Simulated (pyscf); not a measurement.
## O=W(=O)(OH)–OH (SMILES [O]=[W](=[O])([OH])[OH]), singlet

Gas-phase minimum from PySCF at ωB97X-D3(BJ)/def2-SVP, one conformer. 

SMILES: [O]=[W](=[O])([OH])[OH]
```xyz
7

O     -1.5708    -0.3130     0.5398
W     -0.3970    -0.9350    -0.5213
O      1.0263    -0.0307    -0.3047
O     -0.9853    -0.7445    -2.3003
O     -0.0749    -2.7414    -0.0977
H     -1.8195    -0.4036    -2.6408
H      0.7331    -3.1785     0.1922
```
Charge 0, spin multiplicity 1.

Bond lengths (Å): O1–W2 1.700, W2–O3 1.700, W2–O4 1.883, W2–O5 1.883, O4–H6 0.963, O5–H7 0.963. Angles (°): O1–W2–O3 107.7, O1–W2–O4 109.7, O1–W2–O5 109.2, O3–W2–O4 109.2, O3–W2–O5 109.8, O4–W2–O5 111.3, W2–O4–H6 129.8, W2–O5–H7 130.3.

Properties at ωB97X-D3(BJ)/def2-SVP:

* **Harmonic wavenumbers, unscaled**: 178, 203, 208, 236, 256, 272, 368, 540, 548, 754, 760, 1033, 1077, 3934, 3939 cm⁻¹
* **Zero-point energy**: 20.4 kcal/mol
* **Rotational symmetry number**: 2
* **Entropy of this conformer at 298 K and 1 atm, rigid rotor and harmonic oscillator, modes under 100 cm⁻¹ raised to 100**: 343.0 J/(mol K)
* **Dipole moment**: 2.91 D

Single-point totals, which compare only within one level:

| level | total energy (hartree) |
|---|---|
| ωB97X-D3(BJ)/def2-TZVP | -369.59536 |
| PBE/def2-TZVP | -369.29234 |
| r²SCAN/def2-TZVP | -369.44604 |
| B3LYP-D3(BJ)/def2-TZVP | -369.56976 |
| PBE0-D3(BJ)/def2-TZVP | -369.20762 |
| M06-2X/def2-TZVP | -369.28837 |
| ωB97M-D3(BJ)/def2-TZVP | -369.54773 |

Soft torsions are taken as harmonic, which can shift the entropy by several J/(mol K). Elements past Kr carry the def2 core potentials, without spin-orbit coupling.
